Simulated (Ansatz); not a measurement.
The cluster H6Au3⁻. Charge -1, multiplicity 3. Geometry PBE0-D4/def2-SVP, that of the neutral doublet; atoms count from 1.

```csv
atom,x (Å),y (Å),z (Å)
Au1,-0.104,0.586,1.505
Au2,-1.789,-0.812,-0.053
Au3,2.219,1.021,0.099
H4,3.370,1.069,-1.006
H5,-2.584,-1.695,-1.389
H6,-1.730,-0.131,1.513
H7,1.084,0.141,-0.781
H8,-1.819,-1.532,-1.686
H9,1.352,1.352,1.798
```

In the def2 sets Au takes a core potential; there is no spin–orbit coupling. The highest occupied level of the charge -1 triplet lies above zero (up to 0.92 eV). By energy differences its removal costs 0.55 eV (vertical, to the charge 0 doublet, at PBE0-D4/def2-TZVPD), and other spins of that charge weren't run; a positive level beside a positive removal energy at the same level points to self-interaction error. At PBE0-D4/def2-TZVPD a singlet of charge -1 lies 0.95 eV below the triplet at the same geometry. Another isomer (doublet) lies 0.24 eV lower at r2SCAN-D4/def2-TZVP; other spin states weren't run for this one.

**Question.** Estimate the Mulliken populations from the PBE0/def2-TZVPD orbitals of Ansatz.

**Answer.** 
```json
{"atom": "Au1", "charge (e)": "-0.40", "spin (α − β)": "0.34", "d electrons": "9.65"}
{"atom": "Au2", "charge (e)": "-0.44", "spin (α − β)": "0.48", "d electrons": "9.64"}
{"atom": "Au3", "charge (e)": "-0.42", "spin (α − β)": "0.44", "d electrons": "9.48"}
{"atom": "H4", "charge (e)": "-0.01", "spin (α − β)": "0.12", "d electrons": "–"}
{"atom": "H5", "charge (e)": "0.13", "spin (α − β)": "-0.03", "d electrons": "–"}
{"atom": "H6", "charge (e)": "0.19", "spin (α − β)": "-0.03", "d electrons": "–"}
{"atom": "H7", "charge (e)": "-0.01", "spin (α − β)": "0.40", "d electrons": "–"}
{"atom": "H8", "charge (e)": "-0.10", "spin (α − β)": "0.24", "d electrons": "–"}
{"atom": "H9", "charge (e)": "0.06", "spin (α − β)": "0.03", "d electrons": "–"}
```
Mulliken values and Mayer orders depend strongly on the basis. With diffuse functions, as here, like atoms can get unlike values, and bond orders can come out too low or too high.

**Question.** Where does the spin sit?

**Answer.** Summed by element: Au 1.26, H 0.74, of 2 unpaired in all. Largest on single atoms: Au2 0.48, Au3 0.44, H7 0.40.

**Question.** And the Mayer bond orders between bonded heavy atoms (over 0.3)?

**Answer.** Au1–Au2 0.45 (2.69 Å); Au1–Au3 0.34 (2.75 Å).
